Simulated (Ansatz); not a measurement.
C5H10, SMILES CC(C)=CC.

Geometry optimised at B3LYP-D3(BJ)/def2-SVP.

Two levels are set side by side: PBE/def2-TZVPD (Ansatz, an electronic-structure program) and CAM-B3LYP/def2-TZVPD (Ansatz). Energy differences of separate SCF runs at the same geometry; the states with an electron removed or added have multiplicity 2 and 2. Differences are taken from unrounded values.

```csv
quantity,CAM-B3LYP
vertical ionisation energy (eV),8.68
vertical singlet–triplet gap (eV),4.23
```

Question: What does PBE give, and how far is it from CAM-B3LYP? (An estimate is asked for; the answer gives what the named calculation found.)

Answer: 
| quantity | PBE | PBE minus CAM-B3LYP |
|---|---|---|
| vertical ionisation energy (eV) | 8.55 | -0.13 |
| vertical singlet–triplet gap (eV) | 4.24 | 0.01 |

On these quantities the two levels nearly agree.
